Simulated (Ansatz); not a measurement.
Mg(Me)(OSiH3) (CH6MgOSi), SMILES [O]([SiH3])[Mg][CH3].

Geometry optimised at PBE0-D3(BJ)/def2-SVP. The structure was generated by enumeration; whether it is a known compound was not checked. One conformer was computed; it need not be the lowest.

Two levels are set side by side: PBE/def2-SVPD (Ansatz, a quantum-chemistry and plane-wave program) and PBE0/def2-SVPD (Ansatz). Energy differences of separate SCF runs at the same geometry; the states with an electron removed or added have multiplicity 2 and 2. Differences are taken from unrounded values.

| quantity | PBE0 | PBE | PBE minus PBE0 |
|---|---|---|---|
| vertical ionisation energy (eV) | 9.52 | 9.05 | -0.47 |
| vertical singlet–triplet gap (eV) | 4.82 | 4.47 | -0.36 |
